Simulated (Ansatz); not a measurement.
Abridged output of a molecular run in Ansatz:

```
Functional definition: HF
2079 factors; integrals over basis functions are off by at most 8.7e-4 eV
mean field evaluation 1: about -21268.3332 eV, gradient 7.0e1 eV
mean field evaluation 2: about -21268.5021 eV, gradient 7.0e1 eV
mean field evaluation 4: about -21277.1365 eV, gradient 3.8e0 eV
mean field evaluation 8: about -21277.2105 eV, gradient 4.0e-1 eV
mean field -21277.21099956 eV, -781.9230820223 hartree, gradient 2.4e-6 eV, S^2 0.000000; 0 other end points of the search recorded, 0 dependent functions left out
13 core orbitals not correlated: weight in the atoms' cores, before any rotation towards them, 1.000 or more for the frozen orbitals, at most 0.000 for the correlated occupied ones
reference -21277.21099956 eV, -781.9230820223 hartree; 24, 24 occupied and 277, 277 virtual orbitals, 2079 factors
second order -38.23376633 eV of doubles, -0.00000000 eV of singles
cycle   1  -37.53525554 eV  change    7.0e-1 eV  update   1.5e-1
cycle   2  -38.46265527 eV  change   -9.3e-1 eV  update   4.7e-2
cycle   3  -38.70629137 eV  change   -2.4e-1 eV  update   2.6e-2
cycle   4  -38.68374361 eV  change    2.3e-2 eV  update   7.0e-3
cycle   5  -38.67683701 eV  change    6.9e-3 eV  update   3.3e-3
cycle   6  -38.67947879 eV  change   -2.6e-3 eV  update   1.2e-3
cycle   7  -38.67919228 eV  change    2.9e-4 eV  update   4.4e-4
cycle   8  -38.67890837 eV  change    2.8e-4 eV  update   1.5e-4
cycle   9  -38.67897971 eV  change   -7.1e-5 eV  update   6.5e-5
cycle  10  -38.67903706 eV  change   -5.7e-5 eV  update   2.4e-5
perturbative correction -1.34575265 eV, -0.0494554977 hartree
Total energy: -21317.23578927 eV, -783.3939659144 hartree
```

Its atoms:

```xyz
13

O    -1.941   -0.662    0.833
In   -0.854   -0.728   -0.871
O    -0.641    0.933   -1.939
O    -0.448   -2.508   -1.626
O     0.602   -0.186    0.861
Si    1.591    1.148    1.062
H    -2.466   -1.444    1.014
H    -1.141    1.663   -1.567
H    -0.138   -2.451   -2.533
H    -0.193   -0.296    1.428
H     2.224    1.078    2.401
H     2.601    1.056   -0.012
H     0.802    2.398    0.950
```

Task: Which basis set was used?
A. def2-TZVPP
B. def2-QZVPP
C. def2-TZVPPD
D. def2-SVPD

Result: A. It gives 314 functions.

Task: Write the keys of the input that set method, charge and spin (a neutral closed shell needs none for the last two).

Result: 
```yaml
correlation: {method: ccsd_t}
```
